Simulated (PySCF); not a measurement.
## Calculated data, AlH$_{4}$N

Calculation on a computer-drawn molecule: vertical ionisation energy to the stated ion spin, frozen-core CCSD(T) at the basis limit and cheaper methods, single-reference cases, UHF for radicals, no spin-orbit; all values are single points at the evaluated structure, the first of each entry, which is the reference or a displaced copy of it and isn't optimised; the reference structure only sets the zero of the energies above reference; triples share is (T) over the correlation energy. Program: PySCF 2.14.0.

```xyz
6
formula=AlH4N charge=0 multiplicity=1 ion_multiplicity=2 diffuse_functions=no basis=cc-pV(n+d)Z reference_is=the_Hartree-Fock_double-zeta_minimum best_is=HF_at_quadruple_zeta_+_MP2_correlation_extrapolated_from_triple_and_quadruple_zeta_+_CCSD(T)_minus_MP2_at_triple_zeta basis_step_is=the_size_of_the_change_from_the_same_recipe_one_zeta_lower
N      0.3960     0.5347     1.2864
Al     1.9637     0.7842     2.0544
H     -0.4821     1.0028     1.5661
H      0.1620    -0.4256     0.2862
H      2.0652     1.8858     3.2157
H      3.2303    -0.0252     1.5484
```

Reference structure:
```xyz
6
AlH4N
N      0.3971     0.5293     1.3036
Al     1.9678     0.8001     2.0579
H     -0.4494     1.0140     1.5377
H      0.2117    -0.1334     0.5737
H      2.0780     1.8878     3.1967
H      3.1978    -0.0566     1.5627
```

Drawn bonds:
```tsv
atom	other atom	order
1	2	1
1	3	1
1	4	1
2	5	1
2	6	1
```

Questions
1. AlH$_{4}$N: dipole magnitude wB97X at triple zeta?
2. Estimate the ionisation energy EOM CCSD at triple zeta of AlH$_{4}$N.
3. Give the missing dipole magnitude r2SCAN at triple zeta for AlH$_{4}$N.
4. Give the table of triple zeta values for AlH$_{4}$N.

## Answers
1. 1.452 debye
2. 9.811 eV
3. 1.525 debye
4. 
Triple zeta:
```tsv
method	ionisation energy (eV)	energy above reference (kcal/mol)
HF	8.216	48.47
PBE	9.645	37.1
r2SCAN	9.694	40.31
B3LYP	9.851	40.18
wB97X	9.799	42.51
MP2	9.96	41.9
CCSD	9.663	41.43
CCSD(T)	9.785	40.24
```

Further results for AlH$_{4}$N:

```
ionisation energy best                         : 9.979 eV
ionisation energy basis step                   : 0.03934 eV
energy above reference best                    : 40.31 kcal/mol
energy above reference basis step              : 0.2936 kcal/mol
ionisation energy Koopmans at triple zeta      : 10.93 eV
total energy HF triple zeta                    : -298.6792 hartree
total energy CCSD(T) triple zeta               : -299.0336 hartree
total energy best                              : -299.0781 hartree
T1 diagnostic at triple zeta                   : 0.01421
D1 diagnostic at triple zeta                   : 0.03747
ion T1 diagnostic at triple zeta               : 0.01722
ion D1 diagnostic at triple zeta               : 0.05293
ion spin squared at triple zeta                : 0.7875
triples share at triple zeta                   : 0.03513
basis functions triple zeta                    : 125
dipole magnitude HF at triple zeta             : 1.304 debye
dipole magnitude CCSD unrelaxed at triple zeta : 1.448 debye
dipole magnitude PBE at triple zeta            : 1.555 debye
dipole magnitude B3LYP at triple zeta          : 1.459 debye
```
